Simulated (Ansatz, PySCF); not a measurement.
H₃AlS₂ (SMILES [SH][AlH][SH]), singlet, at a GFN2-xTB geometry (such geometries of metal compounds can be far from the true shape), with bond 2-1 at 2.4 times its length. Base run: CASSCF(4,4)/6-31G run with PySCF.

PySCF was given this input:
```python
from pyscf import gto, scf, mcscf
import numpy

mol = gto.M(
    atom='''
Al   -0.47874165   -0.31391739    0.28755684
H    -3.22172531   -2.11252901    1.93513380
S     1.54290305   -0.61187567    1.05924480
H     1.08031978   -1.44729510    1.98796763
S    -0.97838745    0.98203620   -1.39832188
H    -2.26727643    0.66899152   -1.27502047
''',
    basis='6-31g',
    verbose=3,
)

mf = scf.RHF(mol)
mf.kernel()
mc = mcscf.CASSCF(mf, 4, 4)
mc.fix_spin_(ss=0.0)
mc.kernel()
occ = numpy.linalg.eigvalsh(mc.fcisolver.make_rdm1(mc.ci, mc.ncas, mc.nelecas))[::-1]
ss = mc.fcisolver.spin_square(mc.ci, mc.ncas, mc.nelecas)[0]
print('natural occupations', occ.round(4), ' <S^2>', round(ss, 4))
```

Programs used: Ansatz (a first-principles code), PySCF; a row that names a program was run with it.

Each row names what was changed in the base input (with any setting that the change needs).

| change | ΔE vs base (kcal/mol) | natural occupations | <S^2> of the state |
|---|---|---|---|
| base | 0.000 | 2.00 1.35 0.65 0.00 | 0.00 |
| active space = 6 electrons, 6 orbitals | -10.01 | 1.98 1.98 1.36 0.64 0.02 0.01 | 0.00 |
| start = MP2 natural orbitals | -3.98 | 1.98 1.36 0.64 0.01 | 0.00 |
| code = ansatz | -10.19 | - | - |
| orbitals = fixed (CASCI); correction = SC-NEVPT2 | -83.2 | 2.00 1.45 0.55 0.00 | 0.00 |
| active space = 4 electrons, 3 orbitals | 1.16 | 2.00 1.35 0.65 | 0.00 |
| code = ansatz; correction = SC-NEVPT2, all electrons | -87.3 | - | - |
| correction = SC-NEVPT2 | -86.4 | 2.00 1.35 0.65 0.00 | 0.00 |
| active space = 10 electrons, 9 orbitals | -21.17 | 1.99 1.99 1.98 1.97 1.36 0.64 0.03 0.02 0.02 | 0.00 |
| active space = 8 electrons, 8 orbitals | -18.28 | 1.98 1.98 1.98 1.36 0.64 0.02 0.02 0.01 | 0.00 |
| conv_tol = 1e-5 | 0.000 | 2.00 1.35 0.65 0.00 | 0.00 |

Active orbitals are taken around the Fermi level unless the row says otherwise; CASSCF can end in different local minima, and two programs can end on different orbitals. State-averaged rows give the lowest state.
